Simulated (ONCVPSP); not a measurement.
## strontium, ONCV: configuration errors across variants

* Element: Sr
* Generator: ONCVPSP 4.0.1
* Type: optimised norm-conserving Vanderbilt (ONCV)
* Functional: PBE
* Relativity: scalar-relativistic
* Frozen core: [Ar] 3d10
* Valence charge: 10
* Reference configuration: 4s2 4p6 5s0.5 (charge +1.5)
* Partial waves: 4s+5s: rc 2.35 bohr, ncon 5, nbas 9, qcut 6.3 1/bohr, 3 projectors, debl 2.6 Ha; 4p: rc 2.40 bohr, ncon 4, nbas 8, qcut 4.4 1/bohr, 1 projector; d scattering state at 0.04 Ha: rc 2.05 bohr, ncon 4, nbas 7, qcut 5.5 1/bohr, 1 projector
* Local potential: polynomial inside 1.70 bohr (lpopt 5, dvloc0 -1 Ha)
* Core correction: none

In the d channel the program set the typed energies aside and used 0.050 Ha.

All-electron excitation energies from the reference (eV): (1) 4s2 4p6 5s2 -10.711; (2) 4s2 4p6 5s1 -4.826; (3) 4s2 4p6 5s0 6.180; (4) 4s2 4p5 5s2 17.598.

2 further variants failed, have other tests or too few solved ones, and are left out.

Errors AE − PS in meV (a dash: test not solved or not reliable):

```csv
change,(1),(2),(3),(4),bound ghosts,GHOST(+) flags above zero
base,+0.8,+0.4,-0.4,-8.6,none,s
d: rc 3.04,+0.8,+0.4,-0.4,-8.6,none,s
"local potential polynomial inside 1.35 bohr (lpopt 5, dvloc0 0 Ha)",+0.8,+0.3,-0.4,-9.2,none,s
p: qcut 6.4,+0.9,+0.4,-0.4,-14,none,s
p: qcut 5,+0.9,+0.4,-0.4,-13,none,s
```

**Question.** Give the same row for: s: qcut 3.8; p: qcut 2.7; d: qcut 3.3.

**Answer.** -1.4, -0.1, -1.3, +64; bound ghosts: none; GHOST(+) flags above zero: s.
